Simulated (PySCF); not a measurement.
**Two-component Hartree-Fock for Hg (mercury, neutral)**

Start: [Xe] 4f14 5d9 6s2 7s1; 5d3/2 filled at m_j = -3/2, -1/2, +1/2, +3/2; 5d5/2 filled at m_j = -3/2, -1/2, +1/2, +3/2, +5/2; 7s1/2 filled at m_j = +1/2. Calculated with PySCF 2.14 in x2c-TZVPall-2c with one added diffuse shell each of s, p, d type (12s12p11d2f, 117 functions): generalised Hartree-Fock with the X2C-1e Hamiltonian and a Gaussian nucleus; spin-orbit coupling (SO) screened by Boettger's factors. This is a chosen level, not necessarily the ground level.

```csv
spinor shell,electrons,"ε, screened SO (eV)",weight of nominal j (screened SO),"rms radius, screened SO (bohr)"
1s1/2,2,-83547.3,1.000,0.0187
2s1/2,2,-14965.2,1.000,0.0755
2p1/2,2,-14334.5,1.000,0.0639
2p3/2,4,-12381.4,1.000,0.0720
3s1/2,2,-3627.6,1.000,0.193
3p1/2,2,-3344.6,1.000,0.184
3p3/2,4,-2905.7,1.000,0.201
3d3/2,4,-2442.7,1.000,0.176
3d5/2,6,-2349.0,1.000,0.180
4s1/2,2,-842.37,1.000,0.424
4p1/2,2,-719.93,1.000,0.429
4p3/2,4,-612.45,1.000,0.463
4d3/2,4,-412.21,1.000,0.475
4d5/2,6,-391.42,1.000,0.486
5s1/2,2,-147.87,1.000,0.967
4f5/2,6,-131.02,0.999,0.525
4f7/2,8,-126.78,0.999,0.527
5p1/2,2,-105.58,0.999,1.05
5p3/2,4,-85.609,0.999,1.14
5d3/2,4,-26.425,0.971,1.49
5d5/2,5,-23.913,0.977,1.56
6s1/2,2,-14.457,0.999,2.75
7s1/2,1,-2.584,1.000,8.36
```

```tsv
quantity	screened SO
E (hartree)	-19639.27506
M_J	3
⟨J²⟩	12.007
⟨L²⟩	6.185
⟨S²⟩	2.181
```

Each row is a mean over spinors that exchange with the open shell spreads, by up to 4.903 eV (5p3/2).

Breit and QED terms are absent; they matter most for the inner s and p1/2 levels.

Densities and radii are taken from the X2C orbitals without a picture-change correction, which distorts them close to the nucleus.
